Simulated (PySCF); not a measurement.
# How methods differ on the ionisation energy of Hf²⁶⁺

Hf²⁶⁺ [Kr] 4d10 (1S) → Hf²⁷⁺ [Kr] 4d9 (2D), as a difference of total energies. All numbers are calculated (PySCF 2.14, scalar relativity by spin-free X2C-1e, in an even-tempered Gaussian basis (19 s from 1.9 bohr⁻², ratio 2.5; 14 p from 2.5 bohr⁻², ratio 2.5; 9 d from 2.5 bohr⁻², ratio 2.5; 4 f from 14 bohr⁻², ratio 2.7; 4 g from 21 bohr⁻², ratio 2.7)). The calculations carry no spin-orbit coupling.

```json
{"method": "UHF", "ionisation energy (eV)": "1008.1"}
{"method": "M06", "ionisation energy (eV)": "1009.7"}
{"method": "r2SCAN0", "ionisation energy (eV)": "1009.5"}
```

Breit and QED terms and the two-electron picture change are absent.

The reference lies between the lowest fine-structure levels, while these numbers refer to the centres of the terms.

For comparison: 1002 ± 4 eV (theoretical estimate listed by NIST; NIST Atomic Spectra Database, ionization energies).
